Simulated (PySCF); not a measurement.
## Iron: a sound run and one with changed settings

Sound run: Fe [Ar] 3d6 4s2, Fe⁺ [Ar] 3d6 4s1. Computed with PySCF 2.14 in cc-pVDZ (6s5p3d1f, 43 functions), with the non-relativistic Hamiltonian (point nucleus). In the sound run the correlated levels freeze [Ar]. The sound run starts from symmetry-adapted Hartree-Fock orbitals and uses a fine grid where one is needed.

Changed run: initial guess minao, at most 50 SCF cycles, level shift 2.0 hartree.

```json
{"species": "Fe", "method": "UHF", "sound run (hartree)": "-1262.45140", "changed run (hartree)": "-1262.32995", "converged": "no"}
{"species": "Fe", "method": "PBE", "sound run (hartree)": "-1263.42627", "changed run (hartree)": "-1263.39352", "converged": "no"}
{"species": "Fe", "method": "r2SCAN", "sound run (hartree)": "-1263.65770", "changed run (hartree)": "-1263.59528", "converged": "no"}
{"species": "Fe⁺", "method": "UHF", "sound run (hartree)": "-1262.21728", "changed run (hartree)": "-1262.21728", "converged": "yes"}
{"species": "Fe⁺", "method": "PBE", "sound run (hartree)": "-1263.14240", "changed run (hartree)": "-1263.14240", "converged": "no"}
{"species": "Fe⁺", "method": "r2SCAN", "sound run (hartree)": "-1263.37471", "changed run (hartree)": "-1263.37471", "converged": "yes"}
{"species": "Fe⁺", "method": "MP2", "sound run (hartree)": "-1262.33298", "changed run (hartree)": "-1262.28185", "converged": "yes"}
```

A level shift leaves the converged SCF energy unchanged but raises the virtual orbital energies, which shrinks MP2 if it is not removed.
